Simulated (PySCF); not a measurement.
C3H6FNSi, SMILES F[C@@H]1CN=C1[SiH3].

Geometry optimised at PBE-D3(BJ)/def2-SVP. The structure was generated by enumeration; whether it is a known compound was not checked.

These are PBE/def2-TZVP (PySCF) values and carry that method's errors.

The molecule is in vacuum.

```json
{
  "total_energy": "-561.59705 hartree",
  "highest_occupied_level": "-6.26 eV",
  "lowest_empty_level": "-2.43 eV",
  "orbital_gap": "3.83 eV",
  "dipole_moment": "1.11 D",
  "quadrupole, principal values (traceless, Buckingham form, about the centre of nuclear charge)": "-9.87, 2.62, 7.25 D·Å",
  "mean_static_polarisability": "71.3 bohr³ (10.57 Å³)",
  "polarisability_principal_values": "57.2, 65.8, 90.9 bohr³"
}
```
